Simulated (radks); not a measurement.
The numbers below are computed, except where a source is named.
Ionisation of Cl, [Ne] 3s2 3p5, to Cl+, [Ne] 3s2 3p4, under several functionals. Scalar-relativistic Kohn-Sham, spin-unpolarised, spherical densities, finite nucleus; a radial shooting solver on a logarithmic mesh with Libxc functionals.

\begin{tabular}{lrrrrrr}
functional & E(Cl) (hartree) & Exc (hartree) & IE (eV) & -e(HOMO) (eV) & <r> HOMO (bohr) & IE error (eV) \\ \hline
SCAN & -461.65365 & -28.30938 & 14.204 & 8.924 & 1.835 & +1.236 \\
TASK exchange with Perdew-Wang LDA correlation & -461.44401 & -28.09185 & 14.588 & 9.296 & 1.823 & +1.621 \\
PBE & -461.43280 & -28.07188 & 13.875 & 8.595 & 1.844 & +0.908 \\
exchange-only B88 & -460.93152 & -27.55377 & 12.891 & 7.664 & 1.860 & -0.076 \\
exchange-only LDA & -458.79134 & -25.35115 & 12.653 & 7.458 & 1.867 & -0.315 \\
\end{tabular}

NIST Atomic Spectra Database: 12.968 eV (measured). Closest: exchange-only B88. The Delta-SCF values span 1.94 eV, the total energies 2.86 hartree. The highest occupied level is 3p. Spin polarisation and multiplet splitting are left out, so open shells lie too high by an amount that depends on their filling.

Beside tabulated values, note that spin-unpolarised runs miss the spin-polarisation part of the exchange energy of open shells.
